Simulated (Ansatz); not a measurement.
Program: Ansatz. Geometries: PBE0-D4/def2-TZVP. ΔE: electronic, gas phase. CCSD(T)/CBS is the MP2 limit (def2-TZVPP, def2-QZVPP) plus CCSD(T) − MP2 in def2-TZVPP, frozen cores. This one scheme is used for every species. Functionals use def2-TZVPP. No spin–orbit coupling; open shells (•) take unrestricted orbitals. For Ga outer-core shells are correlated without core-valence functions, which leaves a few kJ/mol of doubt a bond. Scalar relativity is left out up to krypton. One conformer a species, not always the lowest.

Consider the homolysis of the Ga–S bond: `[SH][GaH][Cl]` → `[Cl][GaH]`• + `[SH]`•.

```json
{"level": "BHLYP-D4", "ΔE (eV)": "3.59", "difference from CCSD(T)/CBS": "-0.35"}
{"level": "BLYP", "ΔE (eV)": "3.37", "difference from CCSD(T)/CBS": "-0.57"}
{"level": "BHLYP", "ΔE (eV)": "3.48", "difference from CCSD(T)/CBS": "-0.46"}
{"level": "LC-ωPBE", "ΔE (eV)": "3.71", "difference from CCSD(T)/CBS": "-0.23"}
{"level": "MP2/def2-SVP", "ΔE (eV)": "3.77", "difference from CCSD(T)/CBS": "-0.17"}
{"level": "MP2/def2-TZVPP", "ΔE (eV)": "3.96", "difference from CCSD(T)/CBS": "0.02"}
{"level": "CCSD/def2-TZVPP", "ΔE (eV)": "3.67", "difference from CCSD(T)/CBS": "-0.27"}
{"level": "CCSD(T)/def2-TZVPP", "ΔE (eV)": "3.78", "difference from CCSD(T)/CBS": "-0.16"}
{"level": "MP2/def2-QZVPP", "ΔE (eV)": "4.05", "difference from CCSD(T)/CBS": "0.11"}
{"level": "HF/CBS(def2)", "ΔE (eV)": "2.67", "difference from CCSD(T)/CBS": "-1.27"}
{"level": "CCSD(T)/CBS", "ΔE (eV)": "3.94", "difference from CCSD(T)/CBS": "0"}
```

Problem. What do rigid-rotor, harmonic-oscillator terms from PBE0-D4/def2-TZVP frequencies (298.15 K, 1 bar) make of the CCSD(T)/CBS value? (An estimate is asked.)

Solution. Computed: ΔZPE = -0.15 eV, ΔH = +3.84 eV, ΔS = 154 J/(mol·K), ΔG = +3.36 eV. Open shells count their whole term as degenerate.

Largest T1 diagnostic among the species: 0.015.

At CCSD(T), def2-SVP lies −0.31 eV from the extrapolated value and def2-TZVPP −0.17 eV: correlation converges slowly with the basis, and small sets miss more of it in the bonded molecule than in its fragments. From BLYP to BHLYP (50 % exact exchange), in def2-TZVPP and without D4, ΔE moves by +0.11 eV.
